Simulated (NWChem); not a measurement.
System: CH₅FO₂Si; SMILES O[SiH](O)CF

NWChem input:

```
start job
memory heap 200 mb stack 900 mb global 1100 mb
geometry units angstroms noautoz
  O      1.498049    -0.704286    -0.467430
  Si     0.037058    -0.429458     0.272742
  O     -1.022798    -1.605879    -0.206886
  C     -0.761118     1.178802    -0.294080
  F      0.012687     2.237665     0.154539
  H      2.287784    -0.417032    -0.001595
  H      0.252577    -0.390521     1.751272
  H     -0.715856    -2.516505    -0.175275
  H     -0.830371     1.220096    -1.395656
  H     -1.786248     1.285353     0.103359
end
basis spherical
  * library def2-tzvp
end
dft
  xc pbe0
  iterations 150
  semidirect filesize 400000000
  mulliken
end
task dft energy
```

Excerpt of the output:

```
             Northwest Computational Chemistry Package (NWChem) 7.3.0
             --------------------------------------------------------

 C1  symmetry detected

                             Geometry "geometry" -> ""
                             -------------------------

 Output coordinates in angstroms (scale by  1.889725989 to convert to a.u.)

  No.       Tag          Charge          X              Y              Z
 ---- ---------------- ---------- -------------- -------------- --------------
    1 O                    8.0000     1.50661820    -0.81872049    -0.31471024
    2 Si                  14.0000     0.02088837    -0.45314424     0.33092170
    3 O                    8.0000    -1.05811134    -1.61231826    -0.14801392
    4 C                    6.0000    -0.68224652     1.15285494    -0.35554773
    5 F                    9.0000     0.10829157     2.20370011     0.08262802
    6 H                    1.0000     2.28161973    -0.53769507     0.17884403
    7 H                    1.0000     0.16005090    -0.34766525     1.81534868
    8 H                    1.0000    -0.78951790    -2.53090355    -0.05575886
    9 H                    1.0000    -0.69202546     1.14106221    -1.45996440
   10 H                    1.0000    -1.72176424     1.31710040    -0.01994569

 Effective nuclear repulsion energy (a.u.)     248.1591961273

                                 NWChem DFT Module
                                 -----------------

 Summary of "ao basis" -> "ao basis" (spherical)
 ------------------------------------------------------------------------------
       Tag                 Description            Shells   Functions and Types
 ---------------- ------------------------------  ------  ---------------------
 O                         def2-tzvp                11       31   5s3p2d1f
 Si                        def2-tzvp                13       37   5s5p2d1f
 C                         def2-tzvp                11       31   5s3p2d1f
 F                         def2-tzvp                11       31   5s3p2d1f
 H                         def2-tzvp                 4        6   3s1p

            General Information
            -------------------
          SCF calculation type: DFT
          Wavefunction type:  closed shell.
          No. of atoms     :    10
          No. of electrons :    50
           Alpha electrons :    25
            Beta electrons :    25
          Charge           :     0
          Spin multiplicity:     1
          Use of symmetry is: off; symmetry adaption is: off
          Maximum number of iterations: 150
          AO basis - number of functions:   191
                     number of shells:    77
          Convergence on energy requested:  1.00D-06
          Convergence on density requested:  1.00D-05
          Convergence on gradient requested:  5.00D-04

              XC Information
              --------------
                         PBE0 Method XC Functional
                     Hartree-Fock (Exact) Exchange  0.250
          PerdewBurkeErnzerhof Exchange Functional  0.750
            Perdew 1991 LDA Correlation Functional  1.000 local
           PerdewBurkeErnz. Correlation Functional  1.000 non-local

             Grid Information
             ----------------
          Grid used for XC integration:  medium
          Radial quadrature: Mura-Knowles
          Angular quadrature: Lebedev.
          Tag              B.-S. Rad. Rad. Pts. Rad. Cut. Ang. Pts.
          ---              ---------- --------- --------- ---------
          O                   0.60       49          11.0       434
          Si                  1.10       88           9.0       590
          C                   0.70       49          11.0       434
          F                   0.50       49          12.0       434
          H                   0.35       45          12.0       434
          Grid pruning is: on
          Number of quadrature shells:   509
          Spatial weights used:  Erf1

      Superposition of Atomic Density Guess
      -------------------------------------

 Sum of atomic energies:        -577.99247757

      Non-variational initial energy
      ------------------------------

 Total energy =    -579.690587
 1-e energy   =   -1292.365300
 2-e energy   =     464.515517
 HOMO         =      -0.336189
 LUMO         =       0.024758

------------------------------------------------------------
EAF file 0: "./job.aoints.0" size=572522496 bytes
------------------------------------------------------------
               write      read    awrite     aread      wait
               -----      ----    ------     -----      ----
     calls:     1092         0         0         0         0
   data(b): 5.73e+08  0.00e+00  0.00e+00  0.00e+00
   time(s): 0.00e+00  0.00e+00  0.00e+00  0.00e+00  0.00e+00
rate(mb/s): 0.00e+00  0.00e+00
------------------------------------------------------------

     ---------------------------------------------
      Total Density - Mulliken Population Analysis
     ---------------------------------------------

    Atom       Charge   Shell Charges
 -----------   ------   -------------------------------------------------------
    1 O    8     8.85   0.79  1.18  0.59  0.95  0.24  2.03  2.21  0.84  0.00  0.01  0.00
    2 Si  14    12.97   2.00  0.59  1.39  0.79  0.36  4.11  1.73  0.49  0.86  0.20  0.19  0.18  0.07
    3 O    8     8.84   0.79  1.18  0.59  0.95  0.24  2.02  2.21  0.85  0.00  0.01  0.00
    4 C    6     6.08   0.86  1.12  0.53  0.68  0.11  1.08  1.28  0.33  0.02  0.07  0.01
    5 F    9     9.38   0.77  1.20  0.61  1.00  0.31  2.33  2.31  0.83  0.00  0.01  0.00
    6 H    1     0.54   0.19  0.25  0.06  0.04
    7 H    1     1.07   0.23  0.54  0.30  0.01
    8 H    1     0.55   0.19  0.25  0.06  0.04
    9 H    1     0.87   0.24  0.45  0.15  0.02
   10 H    1     0.86   0.24  0.45  0.15  0.02

   convergence    iter        energy       DeltaE   RMS-Dens  Diis-err
 ---------------- ----- ----------------- --------- --------- ---------
 d= 0,ls=0.0,diis     1   -580.5790032092 -8.29D+02  5.67D-03  1.41D+00
 d= 0,ls=0.0,diis     2   -580.5081966421  7.08D-02  3.30D-03  2.21D+00
 d= 0,ls=0.0,diis     3   -580.6967641713 -1.89D-01  4.79D-04  5.55D-02
 d= 0,ls=0.0,diis     4   -580.7009676293 -4.20D-03  1.39D-04  1.83D-03
 d= 0,ls=0.0,diis     5   -580.7010920640 -1.24D-04  4.82D-05  5.03D-04
  Resetting Diis
 d= 0,ls=0.0,diis     6   -580.7011354466 -4.34D-05  1.06D-05  1.41D-05
 d= 0,ls=0.0,diis     7   -580.7011365260 -1.08D-06  7.12D-06  1.71D-06
 d= 0,ls=0.0,diis     8   -580.7011364412  8.48D-08  3.77D-06  2.65D-06

         Total DFT energy =     -580.701136441230
      One electron energy =    -1297.010993576617
           Coulomb energy =      523.721201756161
    Exchange-Corr. energy =      -55.570540748077
 Nuclear repulsion energy =      248.159196127303

 Numeric. integr. density =       50.000000202448

                       DFT Final Molecular Orbital Analysis
                       ------------------------------------

 Vector   23  Occ=2.000000D+00  E=-3.559055D-01
              MO Center= -2.1D-01,  6.3D-01, -2.4D-01, r^2= 3.9D+00
   Bfn.  Coefficient  Atom+Function         Bfn.  Coefficient  Atom+Function
  ----- ------------  ---------------      ----- ------------  ---------------
   138      0.264431   5 F  pz              141      0.215562   5 F  pz
     7     -0.183770   1 O  py              181      0.173453   9 H  s
   107     -0.171471   4 C  pz               74     -0.165455   3 O  px
   144      0.159594   5 F  pz               10     -0.155043   1 O  py
   187     -0.143743  10 H  s                77     -0.139162   3 O  px

 Vector   24  Occ=2.000000D+00  E=-3.484646D-01
              MO Center= -1.8D-01, -7.0D-01,  1.5D-01, r^2= 3.5D+00
   Bfn.  Coefficient  Atom+Function         Bfn.  Coefficient  Atom+Function
  ----- ------------  ---------------      ----- ------------  ---------------
    76      0.310376   3 O  pz               79      0.266544   3 O  pz
    82      0.187104   3 O  pz                7      0.156664   1 O  py
   169     -0.143629   7 H  s               170     -0.141044   7 H  s
    10      0.131942   1 O  py               35     -0.113210   2 Si s
     8      0.107009   1 O  pz              137     -0.100213   5 F  py

 Vector   25  Occ=2.000000D+00  E=-3.036480D-01
              MO Center= -9.5D-02,  3.9D-01,  1.3D-01, r^2= 3.3D+00
   Bfn.  Coefficient  Atom+Function         Bfn.  Coefficient  Atom+Function
  ----- ------------  ---------------      ----- ------------  ---------------
   106      0.188059   4 C  py              109      0.160602   4 C  py
   137     -0.160355   5 F  py              169      0.156960   7 H  s
   170      0.148088   7 H  s               104     -0.145507   4 C  s
     7      0.140604   1 O  py               48      0.137776   2 Si pz
    47     -0.134107   2 Si py              140     -0.130439   5 F  py

 Vector   26  Occ=0.000000D+00  E= 1.605085D-02
              MO Center= -3.1D-01, -9.6D-01,  2.8D-01, r^2= 5.8D+00
   Bfn.  Coefficient  Atom+Function         Bfn.  Coefficient  Atom+Function
  ----- ------------  ---------------      ----- ------------  ---------------
    50      0.956487   2 Si py               73      0.828662   3 O  s
   104     -0.743260   4 C  s                36      0.699320   2 Si s
   176     -0.577375   8 H  s               112      0.537156   4 C  py
    47      0.312111   2 Si py              135     -0.262682   5 F  s
    49      0.229098   2 Si px               13     -0.169557   1 O  py

 Vector   27  Occ=0.000000D+00  E= 2.682626D-02
              MO Center=  1.5D+00, -4.9D-01,  3.8D-01, r^2= 4.8D+00
   Bfn.  Coefficient  Atom+Function         Bfn.  Coefficient  Atom+Function
  ----- ------------  ---------------      ----- ------------  ---------------
   164     -0.965669   6 H  s                 5      0.929686   1 O  s
    49     -0.651174   2 Si px              104     -0.467598   4 C  s
    36      0.326608   2 Si s                50      0.314520   2 Si py
   176     -0.266924   8 H  s               188     -0.244894  10 H  s
    46     -0.212952   2 Si px               14      0.198995   1 O  pz

 Vector   28  Occ=0.000000D+00  E= 5.733346D-02
              MO Center= -8.8D-01,  3.4D-01, -2.3D-01, r^2= 7.1D+00
   Bfn.  Coefficient  Atom+Function         Bfn.  Coefficient  Atom+Function
  ----- ------------  ---------------      ----- ------------  ---------------
   104      3.464635   4 C  s                36     -1.610398   2 Si s
   182     -1.529325   9 H  s               188     -1.249602  10 H  s
    50     -0.880954   2 Si py               49      0.809404   2 Si px
   112     -0.797810   4 C  py               73      0.668433   3 O  s
   176     -0.661501   8 H  s                51      0.450457   2 Si pz

------------------------------------------------------------
EAF file 0: "./job.aoints.0" size=870318080 bytes
------------------------------------------------------------
               write      read    awrite     aread      wait
               -----      ----    ------     -----      ----
     calls:     1660         7         0     11613     11613
   data(b): 8.70e+08  3.67e+06  0.00e+00  6.09e+09
   time(s): 0.00e+00  0.00e+00  0.00e+00  0.00e+00  0.00e+00
rate(mb/s): 0.00e+00  0.00e+00
------------------------------------------------------------

     ---------------------------------------------
      Total Density - Mulliken Population Analysis
     ---------------------------------------------

    Atom       Charge   Shell Charges
 -----------   ------   -------------------------------------------------------
    1 O    8     8.52   0.79  1.18  0.57  0.93  0.27  1.90  1.96  0.89  0.00  0.02  0.00
    2 Si  14    13.44   2.00  0.57  1.39  0.83  0.29  4.13  1.69  0.60  1.05  0.21  0.28  0.30  0.10
    3 O    8     8.53   0.79  1.18  0.57  0.93  0.27  1.90  1.97  0.90  0.00  0.02  0.00
    4 C    6     6.09   0.85  1.12  0.51  0.68  0.03  1.25  1.27  0.26  0.02  0.08  0.01
    5 F    9     9.24   0.77  1.20  0.61  0.98  0.36  2.27  2.13  0.90  0.00  0.01  0.00
    6 H    1     0.67   0.25  0.33  0.04  0.05
    7 H    1     1.06   0.25  0.54  0.27  0.01
    8 H    1     0.67   0.25  0.33  0.04  0.05
    9 H    1     0.88   0.27  0.48  0.12  0.02
   10 H    1     0.89   0.27  0.48  0.12  0.02

     -------------------------------------------
      Total Density - Lowdin Population Analysis
     -------------------------------------------

    Atom       Charge   Shell Charges
 -----------   ------   -------------------------------------------------------
    1 O    8     8.12   0.87  1.09  0.53  0.59  0.31  1.76  1.93  1.02  0.00  0.03  0.00
    2 Si  14    13.97   2.00  0.83  1.09  0.46  0.26  3.85  1.87  0.69  1.00  0.43  0.32  0.84  0.36
    3 O    8     8.11   0.87  1.09  0.53  0.58  0.31  1.76  1.93  1.01  0.00  0.03  0.00
    4 C    6     6.43   0.91  1.04  0.38  0.36  0.19  1.10  1.36  0.57  0.03  0.41  0.07
    5 F    9     8.93   0.86  1.10  0.60  0.70  0.37  2.13  2.14  1.00  0.00  0.03  0.00
    6 H    1     0.82   0.25  0.31  0.10  0.16
    7 H    1     1.05   0.25  0.48  0.30  0.02
    8 H    1     0.82   0.25  0.31  0.10  0.16
    9 H    1     0.87   0.25  0.40  0.16  0.06
   10 H    1     0.87   0.25  0.40  0.16  0.06

     Multipole analysis of the density
     ---------------------------------

     L   x y z        total         alpha         beta         nuclear
     -   - - -        -----         -----         ----         -------
     0   0 0 0      0.000000    -25.000000    -25.000000     50.000000

     1   1 0 0      0.189408      0.094704      0.094704      0.000000
     1   0 1 0     -0.580206     -0.290103     -0.290103     -0.000000
     1   0 0 1      0.282922      0.141461      0.141461      0.000000

     2   2 0 0    -24.997867    -82.703402    -82.703402    140.408938
     2   1 1 0     -0.965343      1.776860      1.776860     -4.519064
     2   1 0 1      1.532146     -0.804781     -0.804781      3.141707
     2   0 2 0    -26.788443   -175.104645   -175.104645    323.420847
     2   0 1 1     -1.653727      1.365542      1.365542     -4.384812
     2   0 0 2    -27.443118    -29.404145    -29.404145     31.365173
```

Level: PBE0/def2-TZVP. Geometry: optimised at PBE0/def2-SVP.
